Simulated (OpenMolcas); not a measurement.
An OpenMolcas run meant for Ru (ANO-R3, X2C; inactive shells 1s 2s 2p 3s 3p 3d 4s 4p; intended active space 8 electrons in 6 orbitals (4d 5s)). One step of its input:

```
&RASSCF
FileOrb=start.orb
Symmetry=1
Spin=6
nActEl=8 0 0
Inactive=9 9
Ras2=6 0
CIRoot=15 15 1
SDav=15
CIMx=300
Iter=50 100
PrWF=0.3
OrbListing=Nothing
MaxOrb=0
Atom
CIOnly
>>> COPY $Project.JobIph JOB001
```

Lines from the output:

```
--- SEWARD ---
Basis set label: RU.ANO-R...8S6P5D3F2G1H.

      Electronic valence basis set:
      ------------------
      Associated Effective Charge  44.000000 au
      Associated Actual Charge     44.000000 au
      Nuclear Model: Finite nucleus - Gaussian distribution
        Gaussian exponent, Xi/bohr**(-2):  2.09653E+08

      Shell  nPrim  nBasis  Cartesian Spherical Contaminant
         s      23       8        X
         p      16       6        X
         d      12       5                 X
         f       6       3                 X
         g       5       2                 X
         h       3       1                 X
                  Relativistic X2C integrals
                  Atomic mean-field integrals
--- RASSCF ---

 Nr of active orbitals     NAC=   6
 Spin degeneracy         ISPIN=   6
 There can be no such wave function.
 ************************************************
--- Stop Module: rasscf at  /rc=_RC_INPUT_ERROR_ ---
.####################.
.# User input error #.
.####################.
```

Question: What is wrong with the input?

Answer: The spin multiplicity does not fit the number of active electrons: an even count needs an odd multiplicity and the reverse.
